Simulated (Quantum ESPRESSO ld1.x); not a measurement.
Values are calculated unless marked as measured or tabulated.
Problem. The mean radii <r> (bohr) of the occupied orbitals of an atom or ion are listed with their occupations. Level of theory: Dirac Kohn-Sham, LDA (Slater exchange, Perdew-Zunger correlation), spin-unpolarised, spherical densities, point nucleus (ld1.x of Quantum ESPRESSO 7.5).

orbital  occ.      <r>
1s1/2       2  0.02844
2s1/2       2   0.1220
2p1/2       2   0.1030
2p3/2       4   0.1085
3s1/2       2   0.3229
3p1/2       2   0.3118
3p3/2       4   0.3221
3d3/2     3.6   0.2898
3d5/2     5.4   0.2930

Name the element and its charge. Open shells, if any, are shared by 2j + 1.

Solution. Z = 51, antimony, charge +24: Sb24+ in [Ar] 3d9. The 1s radius gives Z: for a bare nucleus <r> = (2 gamma + 1)/(2Z) with gamma = sqrt(1 - (Z/c)^2), 0.028 bohr for Z = 51, and screening makes it slightly larger (0.02844 here). The occupations add up to 27, and the charge is Z minus that.
